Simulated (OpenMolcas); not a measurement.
**4s2 4p2 along the 32-electron sequence**

- Program: OpenMolcas 26.06
- Method: SS-CASPT2, IPEA 0.25 Eh, imaginary shift 0.1 Eh
- Basis: ANO-RCC-VTZP
- Scalar Hamiltonian: DKH2, point nucleus
- Spin-orbit coupling: RASSI with atomic mean-field integrals over the reference wave functions, term energies averaged over their components

Active space for each ion: 4 electrons in 8 orbitals (4s 4p 5s 5p); closed shells correlated by CASPT2: 3d.

Computed levels in cm-1 above 3P0:

| Level | As+ | Se2+ | Br3+ | Kr4+ |
| --- | --- | --- | --- | --- |
| 3P1 | 897 | 1507 | 2320 | 3280 |
| 3P2 | 2190 | 3490 | 5100 | 6900 |
| 1D2 | 10300 | 13160 | 16260 | 19580 |
| 1S0 | 22080 | 27680 | 33160 | 38730 |
| weight of 3P in the lowest level (%) | 99 | 99 | 98 | 97 |

Measured, with the error of the calculation in %. Measured levels: As+ from NIST Handbook of Basic Atomic Spectroscopic Data; Se2+ from Moore, Atomic Energy Levels, vol. II, NSRDS-NBS 35 (1971 reprint of NBS Circular 467, 1952); Kr4+ from Saloman, J. Phys. Chem. Ref. Data 36, 215 (2007).

| Level | As+ | Se2+ | Kr4+ |
| --- | --- | --- | --- |
| 3P1 | 1063 (-15.6) | 1741 (-13.4) | 3743 (-12.4) |
| 3P2 | 2541 (-13.9) | 3937 (-11.4) | 7595 (-9.2) |
| 1D2 | 10096 (+2.0) | 13032 (+1.0) | 19723 (-0.7) |
| 1S0 | 22599 (-2.3) |  | 39204 (-1.2) |

The fine-structure level 3P2 changes by a factor of 3.15 from As+ to Kr4+. Its fourth root runs 6.84, 7.69, 8.45, 9.11, with steps per unit of Z of 0.85, 0.76, 0.66; equal steps would mean a (Z - σ)^4 law with constant σ.

1D2 changes by a factor of 1.9 over the same range, with steps per unit of Z of +2860, +3100, +3320 cm-1.

CASPT2 breaks the degeneracy within a term, and the mean is taken; among the terms shown or strongly mixed into the levels shown the widest spread is 66 cm-1 (4s2 4p2 1D, Kr4+). Over all roots computed the reference weight is 0.84 to 0.98 in As+, 0.84 to 0.98 in Se2+, 0.86 to 0.99 in Br3+, 0.86 to 0.99 in Kr4+; the roots of lowest weight are the least certain, and an intruder state may touch them. The run also gave levels led by 4s2 4p 5p, 4s2 4p 5s, which use shells meant for correlation; these and all levels above them are left out (holds for As+). The run also gave levels led by 4s2 4p 5p, which use shells meant for correlation; these and all levels above them are left out (holds for Se2+; Br3+). Active for correlation alone: 5p 5s; no level in the range computed is led by a configuration that fills them, so any true level of that kind is missing (holds for Kr4+). Computed and measured levels are paired by configuration, term and J; levels that our copy of the source lacks, or whose pairing is in doubt (as where it misses far off the trend of its configuration), stay unpaired and out of the deviations. Only configurations of the active space appear.
